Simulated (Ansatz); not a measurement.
Cd₉S₈Cl₂. Total charge 0; singlet. Geometry PBE-D4/def2-SVP.

Cartesian coordinates in Å:
```
S -2.409 -1.631 3.729
S -3.260 0.110 -0.315
S 3.576 2.026 0.536
S 0.108 2.225 -2.604
S 0.414 -0.156 1.150
S -1.715 -3.545 -0.480
S 2.504 -1.686 -2.149
S -0.894 -1.910 -3.900
Cd -0.583 -0.164 3.741
Cd 1.583 1.960 2.134
Cd -1.137 1.350 -0.455
Cd -2.134 -1.776 1.290
Cd -2.480 -1.513 -2.022
Cd 1.837 2.795 -1.016
Cd 2.620 -0.264 -0.173
Cd 0.672 -0.126 -3.237
Cd 0.328 -2.873 -1.653
Cl 1.027 1.591 4.558
Cl -0.057 3.586 0.868
```

In the def2 sets Cd takes a core potential; there is no spin–orbit coupling. Single mean-field runs in def2-SVP, def2-TZVP are fitted with def2-universal-jkfit.

Problem. Estimate the orbital energies around the gap (eV) in Ansatz with LDA (SPW92)/def2-TZVP, PBE-D4/def2-SVP, PBE-D4/def2-TZVP, r2SCAN-D4/def2-TZVP, B97M-V/def2-TZVP.

Solution. 
```
orbital  LDA (SPW92)/def2-TZVP  PBE-D4/def2-SVP  PBE-D4/def2-TZVP  r2SCAN-D4/def2-TZVP  B97M-V/def2-TZVP
 HOMO−5                  -6.67            -6.48             -6.44                -6.69             -6.70
 HOMO−4                  -6.55            -6.34             -6.31                -6.54             -6.55
 HOMO−3                  -6.48            -6.23             -6.22                -6.43             -6.42
 HOMO−2                  -6.24            -6.02             -6.00                -6.22             -6.24
 HOMO−1                  -5.92            -5.70             -5.68                -5.88             -5.91
   HOMO                  -5.65            -5.38             -5.40                -5.60             -5.63
   LUMO                  -4.15            -3.86             -3.82                -3.69             -3.80
 LUMO+1                  -3.54            -3.21             -3.21                -3.06             -3.14
 LUMO+2                  -3.39            -3.04             -3.04                -2.87             -2.94
 LUMO+3                  -3.18            -2.81             -2.83                -2.67             -2.73
 LUMO+4                  -3.13            -2.76             -2.79                -2.64             -2.63
 LUMO+5                  -2.98            -2.59             -2.63                -2.46             -2.50
```
